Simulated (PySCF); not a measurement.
A species of formula C7H8O2 has this rotational fingerprint, computed with PBE0/pcSseg-1 in PySCF (dipole) on a GFN2-xTB geometry, gas phase:

```
Rotational constants : A = 3406, B = 1628, C = 1453 MHz
Dipole components    : |μa| = 0.86 D, |μb| = 1.15 D, |μc| = 0.86 D
Inertial defect      : -110.97 u·Å²
κ                    : -0.82
```

Task: Which candidate fits, each taken in the one conformer that was computed?
A. `[CH3:1][O:2][C@:3]12[CH:4]=[CH:5][C@H:6]([CH:7]=[CH:8]1)[O:9]2` with C1–O2–C3–C4 -64°
B. `[O:1]=[C:2]([OH:3])[C:4]1=[CH:5][CH:6]=[CH:7][CH2:8][CH2:9]1` with O1–C2–O3–H 0°, O1–C2–C4–C5 177°, C4–C5–C6–C7 15°, C6–C7–C8–C9 -31°, C7–C8–C9–C4 45°, C2–C4–C9–C8 149°
C. `[CH2:1]=[CH:2][CH2:3][C:4]1=[CH:5][O:6][CH:7]=[CH:8][O:9]1` with C1–C2–C3–C4 -122°, C2–C3–C4–C5 103°
D. `[O:1]=[C:2]1[CH:3]=[CH:4][C@H:5]([CH:6]2[CH2:7][CH2:8]2)[O:9]1` with C4–C5–C6–C7 87°
E. `[CH2:1]=[C:2]([CH3:3])[CH:4]=[C:5]([CH:6]=[O:7])[CH:8]=[O:9]` with C1–C2–C4–C5 172°, C4–C5–C6–O7 11°, C4–C5–C8–O9 152°

Result: A. It is CO[C@]12C=C[C@H](C=C1)O2, an asymmetric top, point group C1. The candidates at the same level (rigid rotor, commonest isotopes):

```tsv
SMILES	A (MHz)	B (MHz)	C (MHz)	μa (D)	μb (D)	μc (D)	Δ (u·Å²)	point group	rotor
O=C1C=C[C@H](C2CC2)O1	4368	1058	903.3	3.96	3.36	0.27	-33.83	C1	near-prolate asymmetric top
C=C(C)C=C(C=O)C=O	2224	1188	786.0	4.63	0.65	0.64	-9.74	C1	asymmetric top
CO[C@]12C=C[C@H](C=C1)O2	3406	1628	1453	0.86	1.15	0.86	-110.97	C1	asymmetric top
O=C(O)C1=CC=CCC1	3584	1192	917.0	1.69	1.30	0.12	-14.03	C1	asymmetric top
C=CCC1=COC=CO1	3856	1016	899.6	0.18	0.17	0.03	-66.66	C1	near-prolate asymmetric top
```

`C=C(C)C=C(C=O)C=O` has C 46 % too low; `O=C1C=C[C@H](C2CC2)O1` has C 38 % too low; `O=C(O)C1=CC=CCC1` has C 37 % too low; `C=CCC1=COC=CO1` has C 38 % too low. No structure here is proved a minimum.
